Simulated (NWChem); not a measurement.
System: CH5ClOSi2; SMILES Cl[Si@H]1C[SiH2]O1

NWChem input:

```
start job
memory heap 200 mb stack 900 mb global 1100 mb
geometry units angstroms noautoz
  Cl    -0.061859    -2.165740    -0.408795
  Si     0.125714    -0.414970     0.664366
  C      1.345144     0.818756    -0.078020
  Si    -0.220933     1.857630    -0.353638
  O     -1.161287     0.632989     0.374912
  H      0.248838    -0.787734     2.094831
  H      2.078860     1.238197     0.627378
  H      1.867591     0.474181    -0.982531
  H     -0.611937     2.094768    -1.771198
  H     -0.292087     3.131452     0.415942
end
basis spherical
  * library def2-svp
end
dft
  xc b3lyp
  grid coarse
  iterations 150
  mulliken
end
task dft gradient
```

NWChem printed, in part:

```
             Northwest Computational Chemistry Package (NWChem) 7.3.0
             --------------------------------------------------------

 C1  symmetry detected

                             Geometry "geometry" -> ""
                             -------------------------

 Output coordinates in angstroms (scale by  1.889725989 to convert to a.u.)

  No.       Tag          Charge          X              Y              Z
 ---- ---------------- ---------- -------------- -------------- --------------
    1 Cl                  17.0000    -0.07775181    -2.16221422    -0.38772335
    2 Si                  14.0000     0.06285970    -0.39992517     0.67369997
    3 C                    6.0000     1.37334400     0.79115660     0.02240785
    4 Si                  14.0000    -0.13559000     1.86423911    -0.40118834
    5 O                    8.0000    -1.16669811     0.67506732     0.26023654
    6 H                    1.0000     0.05304738    -0.75299566     2.11438994
    7 H                    1.0000     2.05458702     1.20328032     0.78261720
    8 H                    1.0000     1.96224011     0.41942657    -0.82896816
    9 H                    1.0000    -0.39723579     2.08862004    -1.85025342
   10 H                    1.0000    -0.23911274     3.15143726     0.34200929

 Effective nuclear repulsion energy (a.u.)     362.2872381390

                                 NWChem DFT Module
                                 -----------------

 Summary of "ao basis" -> "ao basis" (spherical)
 ------------------------------------------------------------------------------
       Tag                 Description            Shells   Functions and Types
 ---------------- ------------------------------  ------  ---------------------
 Cl                         def2-svp                 8       18   4s3p1d
 Si                         def2-svp                 8       18   4s3p1d
 C                          def2-svp                 6       14   3s2p1d
 O                          def2-svp                 6       14   3s2p1d
 H                          def2-svp                 3        5   2s1p

            General Information
            -------------------
          SCF calculation type: DFT
          Wavefunction type:  closed shell.
          No. of atoms     :    10
          No. of electrons :    64
           Alpha electrons :    32
            Beta electrons :    32
          Charge           :     0
          Spin multiplicity:     1
          Use of symmetry is: off; symmetry adaption is: off
          Maximum number of iterations: 150
          AO basis - number of functions:   107
                     number of shells:    51
          Convergence on energy requested:  1.00D-06
          Convergence on density requested:  1.00D-05
          Convergence on gradient requested:  5.00D-04

              XC Information
              --------------
                         B3LYP Method XC Potential
                     Hartree-Fock (Exact) Exchange  0.200
                        Slater Exchange Functional  0.800 local
                    Becke 1988 Exchange Functional  0.720 non-local
              Lee-Yang-Parr Correlation Functional  0.810
                  VWN I RPA Correlation Functional  0.190 local

             Grid Information
             ----------------
          Grid used for XC integration:  coarse
          Radial quadrature: Mura-Knowles
          Angular quadrature: Lebedev.
          Tag              B.-S. Rad. Rad. Pts. Rad. Cut. Ang. Pts.
          ---              ---------- --------- --------- ---------
          Cl                  1.00       70          12.0       302
          Si                  1.10       70          10.0       302
          C                   0.70       35           8.0       302
          O                   0.60       35           9.0       302
          H                   0.35       35          12.0       302
          Grid pruning is: on
          Number of quadrature shells:   455
          Spatial weights used:  Erf1

      Superposition of Atomic Density Guess
      -------------------------------------

 Sum of atomic energies:       -1151.61296731

      Non-variational initial energy
      ------------------------------

 Total energy =   -1153.712452
 1-e energy   =   -2313.787070
 2-e energy   =     797.787380
 HOMO         =      -0.333750
 LUMO         =       0.032118

     ---------------------------------------------
      Total Density - Mulliken Population Analysis
     ---------------------------------------------

    Atom       Charge   Shell Charges
 -----------   ------   -------------------------------------------------------
    1 Cl  17    17.40   2.00  1.99  1.22  0.72  5.94  2.16  3.35  0.01
    2 Si  14    12.83   2.00  1.99  0.92  0.15  5.93  0.91  0.65  0.28
    3 C    6     6.77   1.99  0.98  0.33  2.14  1.32  0.01
    4 Si  14    13.12   2.00  1.99  0.96  0.23  5.93  0.99  0.79  0.22
    5 O    8     8.97   1.99  1.12  0.71  3.11  2.04  0.01
    6 H    1     1.07   0.69  0.37  0.01
    7 H    1     0.83   0.64  0.17  0.03
    8 H    1     0.84   0.64  0.17  0.03
    9 H    1     1.08   0.70  0.37  0.01
   10 H    1     1.08   0.70  0.37  0.01

   convergence    iter        energy       DeltaE   RMS-Dens  Diis-err
 ---------------- ----- ----------------- --------- --------- ---------
 d= 0,ls=0.0,diis     1  -1155.1883841603 -1.52D+03  1.49D-02  7.98D-01
 d= 0,ls=0.0,diis     2  -1155.0879405061  1.00D-01  9.11D-03  1.89D+00
 d= 0,ls=0.0,diis     3  -1155.2753309448 -1.87D-01  2.17D-03  6.43D-02
 d= 0,ls=0.0,diis     4  -1155.2804170275 -5.09D-03  9.14D-04  1.08D-02
 d= 0,ls=0.0,diis     5  -1155.2819034634 -1.49D-03  1.41D-04  2.26D-04
  Resetting Diis
 d= 0,ls=0.0,diis     6  -1155.2819312506 -2.78D-05  4.86D-05  2.15D-05
 d= 0,ls=0.0,diis     7  -1155.2819340299 -2.78D-06  2.97D-05  2.29D-06
 d= 0,ls=0.0,diis     8  -1155.2819337480  2.82D-07  1.71D-05  4.34D-06
 d= 0,ls=0.0,diis     9  -1155.2819343505 -6.03D-07  1.04D-06  1.51D-08

         Total DFT energy =    -1155.281934350528
      One electron energy =    -2317.066925857336
           Coulomb energy =      885.641320326655
    Exchange-Corr. energy =      -86.143566958799
 Nuclear repulsion energy =      362.287238138952

 Numeric. integr. density =       64.000049922532

                       DFT Final Molecular Orbital Analysis
                       ------------------------------------

 Vector   30  Occ=2.000000D+00  E=-3.236836D-01
              MO Center= -1.3D-01,  7.0D-01,  7.6D-02, r^2= 3.0D+00
   Bfn.  Coefficient  Atom+Function         Bfn.  Coefficient  Atom+Function
  ----- ------------  ---------------      ----- ------------  ---------------
    72      0.453815   5 O  px               75      0.333307   5 O  px
    40      0.326277   3 C  px               39     -0.194334   3 C  s
    43      0.173115   3 C  px               58     -0.157541   4 Si px
    88      0.131887   7 H  s                93      0.119265   8 H  s
    38     -0.113090   3 C  s                54     -0.097076   4 Si s

 Vector   31  Occ=2.000000D+00  E=-3.149957D-01
              MO Center= -5.6D-01,  6.6D-01, -7.6D-02, r^2= 4.6D+00
   Bfn.  Coefficient  Atom+Function         Bfn.  Coefficient  Atom+Function
  ----- ------------  ---------------      ----- ------------  ---------------
    74      0.375488   5 O  pz               77      0.278881   5 O  pz
    12      0.264686   1 Cl py              103     -0.225518  10 H  s
    73      0.218346   5 O  py                9      0.189997   1 Cl py
   104     -0.188752  10 H  s                98      0.179135   9 H  s
    76      0.158733   5 O  py               99      0.151019   9 H  s

 Vector   32  Occ=2.000000D+00  E=-2.962114D-01
              MO Center=  5.0D-01, -5.1D-02,  7.4D-02, r^2= 4.5D+00
   Bfn.  Coefficient  Atom+Function         Bfn.  Coefficient  Atom+Function
  ----- ------------  ---------------      ----- ------------  ---------------
    41      0.330787   3 C  py               11      0.244503   1 Cl px
    44      0.229352   3 C  py               13     -0.204765   1 Cl pz
    83      0.191759   6 H  s                 8      0.178318   1 Cl px
    84      0.173216   6 H  s                42     -0.153378   3 C  pz
    12      0.152169   1 Cl py               10     -0.148528   1 Cl pz

 Vector   33  Occ=0.000000D+00  E=-9.330966D-03
              MO Center=  6.1D-02,  1.0D+00, -3.3D-02, r^2= 5.4D+00
   Bfn.  Coefficient  Atom+Function         Bfn.  Coefficient  Atom+Function
  ----- ------------  ---------------      ----- ------------  ---------------
    61     -0.802869   4 Si px               39      0.745258   3 C  s
    29     -0.627200   2 Si px               71     -0.530526   5 O  s
    54     -0.374890   4 Si s                22     -0.290305   2 Si s
    43     -0.232358   3 C  px               58     -0.224590   4 Si px
    26     -0.221930   2 Si px               62     -0.217793   4 Si py

 Vector   34  Occ=0.000000D+00  E= 2.897768D-02
              MO Center=  2.4D-01,  2.2D-01,  3.0D-01, r^2= 5.4D+00
   Bfn.  Coefficient  Atom+Function         Bfn.  Coefficient  Atom+Function
  ----- ------------  ---------------      ----- ------------  ---------------
    39      1.195762   3 C  s                30     -0.823222   2 Si py
    94     -0.713007   8 H  s                99     -0.549740   9 H  s
    21      0.506535   2 Si s                63     -0.402444   4 Si pz
     4     -0.392854   1 Cl s                12     -0.339920   1 Cl py
    62      0.336268   4 Si py               61     -0.317094   4 Si px

 Vector   35  Occ=0.000000D+00  E= 4.156087D-02
              MO Center=  5.9D-01,  1.1D+00, -7.4D-02, r^2= 5.4D+00
   Bfn.  Coefficient  Atom+Function         Bfn.  Coefficient  Atom+Function
  ----- ------------  ---------------      ----- ------------  ---------------
    39      1.546013   3 C  s                89     -1.079804   7 H  s
    62      1.031278   4 Si py              104     -0.710328  10 H  s
    31      0.347984   2 Si pz               61     -0.342043   4 Si px
    54     -0.282203   4 Si s                71      0.273803   5 O  s
    53      0.263710   4 Si s                45      0.250098   3 C  pz

     ---------------------------------------------
      Total Density - Mulliken Population Analysis
     ---------------------------------------------

    Atom       Charge   Shell Charges
 -----------   ------   -------------------------------------------------------
    1 Cl  17    17.24   2.00  1.98  1.27  0.69  5.93  2.17  3.18  0.02
    2 Si  14    13.29   2.00  1.98  1.04  0.05  5.93  1.21  0.69  0.40
    3 C    6     6.43   1.99  0.90  0.31  2.13  1.09  0.01
    4 Si  14    13.37   2.00  1.98  1.03  0.14  5.93  1.24  0.74  0.31
    5 O    8     8.54   1.99  1.08  0.72  2.87  1.86  0.01
    6 H    1     1.09   0.75  0.33  0.01
    7 H    1     0.92   0.72  0.18  0.03
    8 H    1     0.92   0.72  0.18  0.03
    9 H    1     1.10   0.75  0.34  0.01
   10 H    1     1.10   0.75  0.34  0.01

     -------------------------------------------
      Total Density - Lowdin Population Analysis
     -------------------------------------------

    Atom       Charge   Shell Charges
 -----------   ------   -------------------------------------------------------
    1 Cl  17    17.06   2.00  1.96  1.05  0.79  5.82  2.27  3.14  0.02
    2 Si  14    13.53   2.00  1.93  0.65  0.31  5.81  1.22  0.98  0.63
    3 C    6     6.40   1.97  0.62  0.35  1.92  1.50  0.04
    4 Si  14    13.42   2.00  1.93  0.64  0.32  5.81  1.25  0.99  0.48
    5 O    8     8.37   1.97  0.93  0.64  2.72  2.09  0.01
    6 H    1     1.10   0.66  0.42  0.03
    7 H    1     0.95   0.62  0.26  0.07
    8 H    1     0.95   0.62  0.26  0.07
    9 H    1     1.10   0.66  0.42  0.02
   10 H    1     1.11   0.66  0.43  0.02

     Multipole analysis of the density
     ---------------------------------

     L   x y z        total         alpha         beta         nuclear
     -   - - -        -----         -----         ----         -------
     0   0 0 0     -0.000000    -32.000000    -32.000000     64.000000

     1   1 0 0      0.726675      0.363338      0.363338      0.000000
     1   0 1 0      0.519898      0.259949      0.259949     -0.000000
     1   0 0 1      0.109502      0.054751      0.054751     -0.000000

     2   2 0 0    -39.004331    -74.694558    -74.694558    110.384784
     2   1 1 0      0.874608     -1.094127     -1.094127      3.062863
     2   1 0 1      0.387094     -0.465884     -0.465884      1.318862
     2   0 2 0    -38.718014   -294.792478   -294.792478    550.866942
     2   0 1 1     -0.712629      3.686043      3.686043     -8.084715
     2   0 0 2    -37.681173    -56.370079    -56.370079     75.058986

            General Information
            -------------------
          SCF calculation type: DFT
          Wavefunction type:  closed shell.
          No. of atoms     :    10
          No. of electrons :    64
           Alpha electrons :    32
            Beta electrons :    32
          Charge           :     0
          Spin multiplicity:     1
          Use of symmetry is: off; symmetry adaption is: off
          Maximum number of iterations: 150
          AO basis - number of functions:   107
                     number of shells:    51
          Convergence on energy requested:  1.00D-06
          Convergence on density requested:  1.00D-05
          Convergence on gradient requested:  5.00D-04

              XC Information
              --------------
                         B3LYP Method XC Potential
                     Hartree-Fock (Exact) Exchange  0.200
                        Slater Exchange Functional  0.800 local
                    Becke 1988 Exchange Functional  0.720 non-local
              Lee-Yang-Parr Correlation Functional  0.810
                  VWN I RPA Correlation Functional  0.190 local

             Grid Information
             ----------------
          Grid used for XC integration:  coarse
          Radial quadrature: Mura-Knowles
          Angular quadrature: Lebedev.
          Tag              B.-S. Rad. Rad. Pts. Rad. Cut. Ang. Pts.
          ---              ---------- --------- --------- ---------
          Cl                  1.00       70          12.0       302
          Si                  1.10       70          10.0       302
          C                   0.70       35           8.0       302
          O                   0.60       35           9.0       302
          H                   0.35       35          12.0       302
          Grid pruning is: on
          Number of quadrature shells:   455
          Spatial weights used:  Erf1

[...]

                         DFT ENERGY GRADIENTS

    atom               coordinates                        gradient
                 x          y          z           x          y          z
   1 Cl     -0.146930  -4.085992  -0.732691    0.000369   0.004044   0.002150
   2 Si      0.118788  -0.755749   1.273108   -0.000202   0.003015  -0.005426
   3 C       2.595244   1.495069   0.042345   -0.002235  -0.000437   0.000169
   4 Si     -0.256228   3.522901  -0.758136    0.001413  -0.006139   0.002722
   5 O      -2.204740   1.275692   0.491776    0.001417  -0.000613  -0.000090
   6 H       0.100245  -1.422955   3.995618   -0.000060  -0.000476   0.000856
   7 H       3.882606   2.273870   1.478932   -0.000280  -0.000116  -0.000052
   8 H       3.708096   0.792601  -1.566523   -0.000256  -0.000003  -0.000019
   9 H      -0.750667   3.946920  -3.496472   -0.000147  -0.000029  -0.000947
  10 H      -0.451858   5.955353   0.646304   -0.000017   0.000753   0.000637
```

Level: B3LYP/def2-SVP. Coordinates come from a PBE0/def2-SVP optimisation.
